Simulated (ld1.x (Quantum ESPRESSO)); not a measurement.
## gallium (Ga), PAW: configuration errors across variants

```json
{
 "Element": "Ga (Z = 31)",
 "Generator": "ld1.x (Quantum ESPRESSO) 7.5",
 "Type": "PAW",
 "Functional": "PBE",
 "Relativity": "fully relativistic",
 "Frozen core": "[Ar]",
 "Valence charge": "13",
 "Reference configuration": "3d10 4s1 4p2",
 "Partial waves": "4s (bound): rcut 1.40, rcutus 1.75 bohr; 4s channel at 0.9 Ry: rcut 1.40, rcutus 1.75 bohr; 4p (bound): rcut 2.20, rcutus 2.70 bohr; 4p channel at 2.8 Ry: rcut 2.20, rcutus 2.70 bohr; 3d (bound): rcut 0.65, rcutus 0.75 bohr; 3d channel at -0.45 Ry: rcut 0.65, rcutus 0.75 bohr; 4f channel at 0.45 Ry: rcut 1.95, rcutus 2.55 bohr; 4f channel at 3.15 Ry: rcut 1.95, rcutus 2.55 bohr",
 "Local potential": "all-electron potential smoothed inside 1.45 bohr (lloc = -1)",
 "Core correction": "Bessel-smoothed model core inside 0.70 bohr",
 "Augmentation charge": "BESSEL, radius 0.65 bohr"
}
```

Open shells are filled in proportion to 2j + 1 (rel_dist='average').

All-electron excitation energies from the reference (eV): (1) 3d10 4s2 4p1 -6.536; (2) 3d10 4s2 4p0 -0.846; (3) 3d10 4s1 4p0 20.282; (4) 3d9 4s0 4p0 115.430; (5) 3d10 4s2 4p1.3 -7.070; (6) 3d10 4s0 4p3 6.831; (7) 3d9 4s2 4p1 21.159.

2 further variants failed, have other tests or too few solved ones, and are left out.

Errors AE − PS in meV (a dash: test not solved or not reliable):

| change | (1) | (2) | (3) | (4) | (5) | (6) | (7) | bound ghosts |
| --- | --- | --- | --- | --- | --- | --- | --- | --- |
| base | +1.8 | +12 | +21 | -397 | +1.3 | +2.2 | -183 | not determined |
| all radii but the core radius scaled by about 1.07 (s 1.86, p 2.88, d 0.80, f 2.72 bohr, rcut 1.50/2.34/0.70/2.08); local potential all-electron potential smoothed inside 1.54 bohr (lloc = -1); augmentation BESSEL, radius 0.70 bohr | +0.9 | +7.8 | +16 | -401 | +2.0 | +1.0 | -173 | not determined |
| all radii but the core radius scaled by about 1.26 (s 2.20, p 3.40, d 0.94, f 3.20 bohr, rcut 1.76/2.76/0.82/2.44); local potential all-electron potential smoothed inside 1.82 bohr (lloc = -1); augmentation BESSEL, radius 0.82 bohr | +4.4 | +5.0 | +1.1 | -379 | +4.9 | +2.1 | -79 | not determined |
| all radii but the core radius scaled by about 1.36 (s 2.38, p 3.66, d 1.02, f 3.46 bohr, rcut 1.90/2.98/0.88/2.64); local potential all-electron potential smoothed inside 1.96 bohr (lloc = -1); augmentation BESSEL, radius 0.88 bohr | +13 | +18 | -2.1 | -352 | +13 | +7.3 | +3.5 | not determined |

Task: Give the same row for: all radii but the core radius scaled by about 1.19 (s 2.08, p 3.20, d 0.90, f 3.04 bohr, rcut 1.66/2.62/0.78/2.32); local potential all-electron potential smoothed inside 1.72 bohr (lloc = -1); augmentation BESSEL, radius 0.78 bohr.

Result: +1.4, +2.6, +5.7, -393, +1.8, +0.4, -124; bound ghosts: not determined.
